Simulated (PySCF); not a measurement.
CH3N2S, SMILES [NH]C(N)=S, multiplicity 2. The structure is a stationary point at PBE0-D3(BJ)/def2-SVP. The isomer is the one that the SMILES or the coordinates give; other isomers of the formula were not compared. The values are those of a single conformer.

Q: Give the equilibrium geometry at PBE0-D3(BJ)/def2-SVP (PySCF confirms it by a frequency run) as bond lengths and angles. (Estimate from the structure and the level; the computed values follow.)

A: Several could match; the one computed here: 
Atoms: N1 C2 N3 S4 H5 H6 H7. Bonded distances (Å): N1–C2 1.303, N1–H5 1.022, C2–N3 1.349, C2–S4 1.721, N3–H6 1.013, N3–H7 1.010. Bond angles (°): C2–N1–H5 111.5, N1–C2–N3 120.9, N1–C2–S4 117.4, N3–C2–S4 121.2, C2–N3–H6 117.4, C2–N3–H7 119.2, H6–N3–H7 118.7.
Charge 0, spin multiplicity 2.
